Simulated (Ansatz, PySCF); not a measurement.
This PySCF input computes a PBE/def2-TZVPD energy:

```python
from pyscf import gto, scf, dft

mol = gto.M(
    atom='''
    Sb    0.00344590   -0.00012816    0.04590905
    H    -0.07516195   -1.23152961   -1.17508158
    H    -0.10057883    1.23806566   -1.16627979
    ''',
    basis='def2-tzvpd',
    ecp='def2-tzvp',
    charge=-1,
    spin=0,
    verbose=4,
)

mf = dft.RKS(mol, xc='pbe').density_fit(auxbasis='def2-universal-jkfit')
mf.grids.level = 3
mf.conv_tol = 1e-9
mf.max_cycle = 100
mf.max_memory = 1500
mf.kernel()
if not mf.converged:
    mf = mf.newton()
    mf.kernel(mf.make_rdm1())
mf.analyze()
```

Task: Write an input for the same energy in Ansatz (a program for electronic structure) and say what it gives.

Result: 
Ansatz 0.2 input:
```yaml
crystal:
  periodic: [false, false, false]
  atoms:
    - {symbol: Sb, position_ang: [0.00344590, -0.00012816, 0.04590905]}
    - {symbol: H, position_ang: [-0.07516195, -1.23152961, -1.17508158]}
    - {symbol: H, position_ang: [-0.10057883, 1.23806566, -1.16627979]}
basis:
  gaussian:
    orbitals: def2-TZVPD
hamiltonian:
  xc: {name: PBE}
total_charge: -1
output: {forces: true}
```
It gives -241.45126 Eh, and PySCF -241.45129 Eh, a difference of 0.03 mEh, from the treatment of integrals and grids.
